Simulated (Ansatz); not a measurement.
```yaml
crystal:
  periodic: [false, false, false]
  atoms:
    - {symbol: P, position_ang: [-2.674267, -1.537955, -3.336953]}
    - {symbol: Ga, position_ang: [-2.938685, -1.694476, -0.862563]}
    - {symbol: P, position_ang: [0.880665, -3.829763, -0.006852]}
    - {symbol: Ga, position_ang: [1.003710, -4.058236, 2.469772]}
    - {symbol: P, position_ang: [0.986799, -1.577945, -3.264924]}
    - {symbol: Ga, position_ang: [-0.821542, -0.470293, -4.399293]}
    - {symbol: Ga, position_ang: [0.986561, -1.616018, -0.842150]}
    - {symbol: P, position_ang: [-0.962617, -0.555348, -0.112961]}
    - {symbol: P, position_ang: [1.015260, -1.676304, 2.935819]}
    - {symbol: Ga, position_ang: [-1.012071, -0.586255, 2.306332]}
    - {symbol: P, position_ang: [-0.872897, 1.648370, -3.262600]}
    - {symbol: Ga, position_ang: [-0.905280, 1.663802, -0.839787]}
    - {symbol: P, position_ang: [-2.874189, 2.679785, -0.002743]}
    - {symbol: P, position_ang: [-0.941858, 1.713723, 2.938324]}
    - {symbol: Ga, position_ang: [-3.012497, 2.892064, 2.474481]}
    - {symbol: P, position_ang: [2.880650, -0.452937, -0.103864]}
    - {symbol: Ga, position_ang: [3.055208, -0.661011, 2.287005]}
    - {symbol: Ga, position_ang: [2.900991, 1.674613, -1.268352]}
    - {symbol: P, position_ang: [1.049850, 2.720661, -0.101095]}
    - {symbol: P, position_ang: [2.840196, 1.636815, 2.981112]}
    - {symbol: Ga, position_ang: [0.957429, 2.973056, 2.290082]}
    - {symbol: H, position_ang: [-2.744543, -2.822753, -3.961399]}
    - {symbol: H, position_ang: [-3.820879, -0.950520, -3.958076]}
    - {symbol: H, position_ang: [-2.787636, -3.236445, -0.582892]}
    - {symbol: H, position_ang: [-4.197840, -0.793067, -0.578602]}
    - {symbol: H, position_ang: [-0.305305, -4.392470, -0.571715]}
    - {symbol: H, position_ang: [1.862832, -4.605821, -0.696576]}
    - {symbol: H, position_ang: [-0.388211, -4.662903, 2.873109]}
    - {symbol: H, position_ang: [2.443716, -4.645428, 2.699538]}
    - {symbol: H, position_ang: [1.017462, -2.914701, -3.771862]}
    - {symbol: H, position_ang: [2.236846, -1.102758, -3.763840]}
    - {symbol: H, position_ang: [-0.719577, -0.410618, -5.959259]}
    - {symbol: H, position_ang: [1.026376, -1.608108, 4.366996]}
    - {symbol: H, position_ang: [-2.303314, -1.332346, 2.813109]}
    - {symbol: H, position_ang: [-2.014332, 2.345691, -3.768276]}
    - {symbol: H, position_ang: [0.164843, 2.492411, -3.760610]}
    - {symbol: H, position_ang: [-3.955649, 1.938224, -0.570852]}
    - {symbol: H, position_ang: [-3.051922, 3.921062, -0.688546]}
    - {symbol: H, position_ang: [-0.876683, 1.687955, 4.369452]}
    - {symbol: H, position_ang: [-4.229889, 1.983987, 2.873522]}
    - {symbol: H, position_ang: [-2.805541, 4.432427, 2.710075]}
    - {symbol: H, position_ang: [3.982347, -1.204960, -0.624978]}
    - {symbol: H, position_ang: [4.393110, -1.332013, 2.756850]}
    - {symbol: H, position_ang: [2.332766, 1.348215, -2.722470]}
    - {symbol: H, position_ang: [4.238940, 2.446171, -0.984299]}
    - {symbol: H, position_ang: [0.949760, 4.051437, -0.620566]}
    - {symbol: H, position_ang: [2.915582, 1.678949, 4.407897]}
    - {symbol: H, position_ang: [4.049489, 2.335400, 2.673792]}
    - {symbol: H, position_ang: [1.045825, 4.466628, 2.761700]}
basis:
  gaussian: {orbitals: 6-31G, fitting: {mean_field: def2-universal-jkfit}, final_grid: {core_spheres: 5, valence_spheres: 4, degree: 11}}
total_charge: 1
hamiltonian: {xc: {name: CCSD(T)}}
scf: {omitted_lower_state_checks: [starts]}
output: {forces: true}
```

```sh
$ ansatz run in.yaml --threads 4 --pin off --events-out ev --progress --plain --max-ram 46080MiB --backend cuda --devices 0, --max-vram 37GiB
```

Output, abridged:

```
Error: YAML parse error: error: line 56 column 19: hamiltonian.xc: no functional is named "CCSD(T)"; the names, which are not case-sensitive, are SVWN5, SPW92, PBE, PBE0, PBEsol, revPBE, revPBE0, RPBE, rPW86-PBE, HSE06, wPBEh, LC-wPBE, HISS, HF, BLYP, B3LYP, B3LYP5, BHLYP, CAM-B3LYP, r2SCAN, r2SCANh, r2SCAN0, r2SCAN50, m-r2SCAN, B97, wB97, wB97X, wB97X-V, B97M-V, wB97M-V, B2PLYP, B2GP-PLYP, PBE0-DH, PBE-QIDH
54 |   gaussian: {orbitals: 6-31G, fitting: {mean_field: def2-universal-jkfit}, final_gr…
55 | total_charge: 1
56 | hamiltonian: {xc: {name: CCSD(T)}}
57 | scf: {omitted_lower_state_checks: [starts]}
58 | output: {forces: true}
```

Q: What is wrong with this run?

A: The method's name isn't one that the program takes here. The input was rejected before any iteration.
